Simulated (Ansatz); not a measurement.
The cluster Cd2SCl2, relaxed as a singlet with RKS r2SCAN-D4/def2-SVP in Ansatz, starting from the GFN1-xTB geometry. Force threshold 0.02 eV/Å.

In the def2 sets Cd takes a core potential; there is no spin–orbit coupling. The structure comes from a short search, and lower isomers may exist.

Start:

```xyz
5

Cd   -1.217    0.975   -0.429
Cd    1.331   -0.685    0.614
S     0.492    1.422    1.061
Cl   -3.095    0.945   -1.741
Cl    2.490   -2.657    0.495
```

Q: Estimate the energy that the relaxation releases and the steps that it takes.

A: 0.10 eV, in 5 steps; 13 s on 4 threads of Arm Neoverse V1 on a shared host. The force fell under the threshold at step 4, but the optimiser went on. No frequencies were taken in this run, so the end may be a saddle point.

Q: Does the start keep its bonding and symmetry?

A: By distances, no bond broke or formed. The bond that changes most is Cd1–S3, from 2.31 to 2.33 Å (atoms count from 1). Point group C2v at the start, C2v at the end, both within 0.05 Å.

Q: Predict the relaxed structure.

A: 
```xyz
5

Cd   -1.3026    1.1107   -0.3907
Cd    1.4555   -0.6710    0.7172
S     0.5010    1.4289    1.0507
Cl   -3.0874    0.8498   -1.7988
Cl    2.4336   -2.7184    0.4216
```
Bond lengths (bridged metal pairs left out): 2 × Cd–S 2.33 Å; 2 × Cd–Cl 2.29 Å.
